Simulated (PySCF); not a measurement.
PySCF input for Br2Zr, SMILES [Br][Zr][Br], multiplicity 1, PBE-D3(BJ)/def2-SVP. Geometry optimised at PBE-D3(BJ)/def2-SVP. The spin state was assumed, not searched. The def2 effective core potentials stand for the cores of Zr; spin–orbit coupling is left out.

```python
import numpy as np
from pyscf import gto, scf, dft, df
from pyscf.hessian import thermo

mol = gto.M(
    atom='''
    Zr    0.00000000    0.00000000   -0.66486105
    Br    0.00000000    2.22221175    0.37992060
    Br    0.00000000   -2.22221175    0.37992060
    ''',
    basis='def2-SVP',
    ecp={'Zr': 'def2-svp'},
    charge=0,
    spin=0,
    max_memory=1600,
    verbose=3,
)
mf = dft.RKS(mol, xc='pbe').density_fit(auxbasis='def2-universal-jkfit')
mf.disp = 'd3bj'
mf.grids.level = 3
mf.conv_tol = 1e-11
mf.max_cycle = 100
mf.kernel()

# [left out here: the lines that compute and print the analytic Hessian (its translational invariance restored by hand, since the grid's response is missing), thermochemistry and intensities]
```

It prints:

```
converged SCF energy = -5194.0332178763

WARN: DFTD3 does not support analytical Hessian, using finite difference


WARN: Mole.unit (angstrom) is changed to Bohr

Mode                                 0                   1                   2
Irrep
Freq [cm^-1]                       45.3529            255.2701            316.1176
Reduced mass [au]                  83.7364             82.6504             86.2077
Force const [Dyne/A]                0.1015              3.1732              5.0757
Char temp [K]                      65.2528            367.2768            454.8228
Normal mode                   x     y     z       x     y     z       x     y     z
       0  Zr                 0.00 -0.00  0.06    0.00  0.00  0.05   -0.00  0.08 -0.00
       1  Br                -0.00  0.05 -0.04    0.00 -0.06 -0.03    0.00 -0.05 -0.02
       2  Br                 0.00 -0.05 -0.04    0.00  0.06 -0.03    0.00 -0.05  0.02
temperature 298.1500 [K]
pressure 101325.00 [Pa]
Rotational constants [GHz] 7.97237 0.64039 0.59278
Symmetry number 2
Zero-point energy (ZPE) 0.00141 [Eh]   3688.928 [J/mol]
                           tot       elec      trans        rot        vib
Entropy [J/mol/K]       327.070      0.000    177.659    115.795     33.616
Cv [J/mol/K]             47.437      0.000     12.472     12.472     22.493
Cp [J/mol/K]             55.751      0.000     20.786     12.472     22.493
Internal energy [J/mol]                      3718.434   3718.434   8215.643
Internal energy [Eh]   -5194.02726  -5194.03322
Enthalpy [J/mol]                             6197.391   3718.434   8215.643
Enthalpy [Eh]          -5194.02631
Gibbs free energy [J/mol]                  -46771.684 -30805.967  -1806.930
Gibbs free energy [Eh] -5194.06345
mode   freq/cm-1   IR/(km/mol)
   1       45.35         0.282
   2      255.27         6.063
   3      316.12        41.872
max |gradient| / (hartree/bohr): 6.637400933050714e-05
APT charges: [ 0.7328 -0.3664 -0.3664]
```

The run converged.

Cost: around 40 core-seconds (rough).
